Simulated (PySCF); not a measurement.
Electron correlation in P(2+) (phosphorus, charge +2)

[Ne] 3s1 3p1 3d1, one real determinant (an excited configuration). Computed with PySCF 2.14 in aug-cc-pVQZ-DK (7s6p4d3f2g, 84 functions), with scalar relativity by spin-free X2C-1e. Frozen: [Ne]; 3 electrons correlated.

```json
{"level": "CCSD", "correlation energy (mhartree)": "-59.50"}
{"level": "(T)", "correlation energy (mhartree)": "-11.30"}
{"level": "CCSD(T)", "correlation energy (mhartree)": "-70.80"}
```

Diagnostics: T1 = 0.031, D1 = 0.0704, largest double amplitude 0.788.

The real determinant used has ⟨L²⟩ near 8 against 12 for a pure F term, so it mixes terms. The outer electron is Rydberg-like, and this basis confines it to a smaller radius and binds it less than a complete one would. T1 exceeds 0.03, a sign that the reference determinant is poor. A double-excitation amplitude exceeds 0.15, a sign of near-degeneracy.

Cost of the coupled-cluster step: roughly 8 core-seconds, for 3 correlated electrons.

The reference is one real determinant that mixes LS terms of this configuration.
